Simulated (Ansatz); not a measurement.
`C=[C]([AlH2])C(C)=N` + `C/C=C/N` → `C/C=C\[NH][AlH2]` + `C=CC(C)=N`  (ligand exchange at the Al–C bond)

Calculated with Ansatz (gas phase, PBE0-D4/def2-TZVP geometries, no zero-point term in ΔE). CCSD(T)/CBS adds triple-zeta CCSD(T) − MP2 to the extrapolated MP2 energy (def2 sets, frozen cores). Double bonds are as drawn, so ΔE can hold a change between cis and trans. DFT in def2-TZVPP. Each species was taken in one conformer, which may not be the lowest.

| level | ΔE (kJ/mol) |
| --- | --- |
| PBE0 | -96.3 |
| HF/def2-QZVPP | -102.3 |

(1) What does CCSD(T)/CBS give? (Best estimate.)

Largest T1 diagnostic among the species: 0.012.

Results:

(1) The calculation gave: -100.9 kJ/mol. The listed levels differ from it by 4.6, -1.4 kJ/mol.
